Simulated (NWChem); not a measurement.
C2HCl2, doublet; SMILES Cl/[C]=C/Cl

```xyz
5

Cl    -0.0020    -2.1590     0.0000
C     -0.2759    -0.5171     0.0000
C      0.5044     0.5475     0.0000
Cl    -0.1234     2.1544     0.0000
H      1.5992     0.4861     0.0000
```
Atoms are numbered in this order, from 1.

Level: PBE0/def2-SVP, spin-unrestricted (NWChem), optimised geometry, unscaled harmonic frequencies. In the optimisation the excess spin sits in a' (Cs, its own frame).

| frequency (cm⁻¹) | IR intensity (km/mol) |
|---|---|
| 200 | 2.2 |
| 215 | 2.0 |
| 354 | 0.2 |
| 755 | 19.1 |
| 828 | 2.8 |
| 879 | 150.5 |
| 1206 | 11.6 |
| 1715 | 3.5 |
| 3179 | 7.4 |

```
Item                                                                                                 Result
-----------------------------------------------------------------------------------------  ----------------
zero-point energy                                                                             13.3 kcal/mol
thermal correction to the enthalpy at 298.15 K (with zero-point energy)                       16.8 kcal/mol
heat capacity Cv                                                                           13.3 cal/(mol K)
entropy at 298.15 K and 1 atm (symmetry number 1, electronic part: spin degeneracy alone)  71.9 cal/(mol K)
dipole moment                                                                                        1.37 D
```

Rigid rotor and harmonic oscillator.
